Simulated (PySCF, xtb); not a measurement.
Si(H)2(SH)2 (H4S2Si), SMILES S[SiH2]S.

xtb with GFN2-xTB at its own geometry gives an orbital gap of 4.49 eV and a dipole moment of 0.98 D.

The structure is a stationary point at B3LYP-D3(BJ)/def2-TZVP. The values are those of a single conformer.

Question: What does CAM-B3LYP/def2-TZVPD (PySCF) give? (Estimate from the structure and the level; the computed values follow.)

Answer: gap 9.15 eV (levels -8.80 and 0.35 eV), dipole 0.05 D.
